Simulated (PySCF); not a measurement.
Molecule: `C=C1C=C/C1=C\OC=O`, C7H6O2.

Bonds (- single, = double, # triple, : aromatic): C1=C2, C2-C3, C3=C4, C4-C5, C5=C6, C6-O7, O7-C8, C8=O9, C5-C2. C1 carries H10, H11; C3 carries H12; C4 carries H13; C6 carries H14; C8 carries H15. Stereochemistry as in C=C1C=C/C1=C\OC=O. H11 is cis to C3; H10 is trans to C3.

Frames of a GFN2-xTB Langevin trajectory at 600 K; GIAO PBE0/pcSseg-1 shieldings in PySCF, gas phase, non-relativistic; equivalent atoms averaged within each frame.

Referencing at the same level of theory: 13C (σ = 186.93 ppm), 1H (σ = 31.72 ppm) vs TMS; 17O (σ = 336.08 ppm) against H2O. The references are static minima.

Task: How do the shifts (ppm) fluctuate along the trajectory?

Result: 
```csv
time (fs),C8,C2,C3,C4,C5,C6,C1,O9,O7,H14
250,160.8,158.7,151.9,150.4,132.2,121.1,91.9,434.0,271.7,8.40
425,159.1,154.1,154.5,149.5,137.8,134.2,102.6,437.1,244.9,8.17
625,163.3,152.0,173.9,155.4,148.1,125.7,107.3,470.6,206.7,6.98
800,167.7,151.7,172.9,150.5,140.9,137.2,113.6,480.0,254.5,7.01
1000,156.1,159.1,150.8,146.9,140.2,122.5,102.4,428.0,230.5,7.40
mean of frames,161.4,155.1,160.8,150.5,139.8,128.1,103.6,449.9,241.7,7.59
standard deviation,4.4,3.6,11.6,3.1,5.7,7.2,7.9,23.6,24.6,0.66
```

5 frames give an uncertainty of the mean of about the standard deviation over 2.2 at best, since frames this close in time may not be independent; classical motion lacks zero-point vibration, and the reference would need the same averaging.
